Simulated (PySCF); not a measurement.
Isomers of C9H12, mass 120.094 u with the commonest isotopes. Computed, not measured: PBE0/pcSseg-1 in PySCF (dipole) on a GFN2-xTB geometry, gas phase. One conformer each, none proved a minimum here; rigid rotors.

Problem. Order these by rotational constant C, largest first.
A. `[CH:1]#[C:2][CH:3]([CH2:4][CH:5]=[CH2:6])[CH2:7][CH:8]=[CH2:9]` with C2–C3–C4–C5 -64°, C3–C4–C5–C6 -124°, C2–C3–C7–C8 -174°, C3–C7–C8–C9 -123°
B. `Cc1c(cccc1C)C` (1,2,3-trimethylbenzene)
C. `CC1=C[C@@H]2C[C@H]1C=C2C`
D. `[CH:1]#[C:2][C@:3]1([CH2:4][CH3:5])[CH2:6][CH2:7][C:8]1=[CH2:9]` with C2–C3–C4–C5 -60°
E. `[CH:1]#[C:2][C@@:3]12[CH2:4][CH2:5][CH2:6][CH2:7][C@@H:8]1[CH2:9]2` with C2–C3–C4–C5 126°, C3–C4–C5–C6 52°, C4–C5–C6–C7 -68°, C5–C6–C7–C8 49°
F. `[CH2:1]=[CH:2]/[CH:3]=[C:4]1/[CH2:5][C@@H:6]([CH3:7])[C:8]1=[CH2:9]` with C1–C2–C3–C4 178°

Solution. C (1322 MHz), D (1228 MHz), E (1114 MHz), B (1004 MHz), A (893.0 MHz), F (766.1 MHz).

Problem. Order these by rotational constant A, smallest first.
A. `[CH:1]#[C:2][C@@:3]12[CH2:4][CH2:5][CH2:6][CH2:7][C@@H:8]1[CH2:9]2` with C2–C3–C4–C5 126°, C3–C4–C5–C6 52°, C4–C5–C6–C7 -68°, C5–C6–C7–C8 49°
B. `[CH2:1]=[CH:2]/[CH:3]=[C:4]1/[CH2:5][C@@H:6]([CH3:7])[C:8]1=[CH2:9]` with C1–C2–C3–C4 178°
C. `[CH:1]#[C:2][CH:3]([CH2:4][CH:5]=[CH2:6])[CH2:7][CH:8]=[CH2:9]` with C2–C3–C4–C5 -64°, C3–C4–C5–C6 -124°, C2–C3–C7–C8 -174°, C3–C7–C8–C9 -123°
D. `CC1=C[C@@H]2C[C@H]1C=C2C`
E. 1,2,3-trimethylbenzene (`Cc1cccc(C)c1C`)

Solution. C (2030 MHz), E (2247 MHz), A (3015 MHz), D (3128 MHz), B (3737 MHz).

Problem. Order these by dipole moment, smallest first.
A. `[CH2:1]=[CH:2]/[CH:3]=[C:4]1/[CH2:5][C@@H:6]([CH3:7])[C:8]1=[CH2:9]` with C1–C2–C3–C4 178°
B. `[CH:1]#[C:2][CH:3]([CH2:4][CH:5]=[CH2:6])[CH2:7][CH:8]=[CH2:9]` with C2–C3–C4–C5 -64°, C3–C4–C5–C6 -124°, C2–C3–C7–C8 -174°, C3–C7–C8–C9 -123°
C. 1,2,3-trimethylbenzene (`c1cc(C)c(C)c(c1)C`)
D. `CC1=C[C@@H]2C[C@H]1C=C2C`
E. `[CH:1]#[C:2][C@@:3]12[CH2:4][CH2:5][CH2:6][CH2:7][C@@H:8]1[CH2:9]2` with C2–C3–C4–C5 126°, C3–C4–C5–C6 52°, C4–C5–C6–C7 -68°, C5–C6–C7–C8 49°

Solution. D (0.17 D), B (0.44 D), A (0.56 D), C (0.78 D), E (1.13 D).

| SMILES | point group | Ia (u·Å²) | Ib (u·Å²) | Ic (u·Å²) | κ | μa (D) | μb (D) | μc (D) |
| --- | --- | --- | --- | --- | --- | --- | --- | --- |
| C=C/C=C1/C[C@@H](C)C1=C | C1 | 135.24 | 558.34 | 659.66 | -0.91 | 0.50 | 0.26 | 0.04 |
| Cc1cccc(C)c1C | – | 224.92 | 287.94 | 503.46 | 0.21 | 0.04 | 0.78 | 0.01 |
| C#C[C@@]12CCCC[C@@H]1C2 | C1 | 167.62 | 380.36 | 453.55 | -0.77 | 1.11 | 0.15 | 0.06 |
| C#CC(CC=C)CC=C | C1 | 248.96 | 399.37 | 565.91 | -0.34 | 0.32 | 0.16 | 0.27 |
| C#C[C@]1(CC)CCC1=C | C1 | 247.05 | 355.46 | 411.48 | -0.53 | 0.17 | 0.72 | 0.17 |
| CC1=C[C@@H]2C[C@H]1C=C2C | C2 | 161.54 | 374.73 | 382.31 | -0.97 | 0.00 | 0.17 | 0.00 |
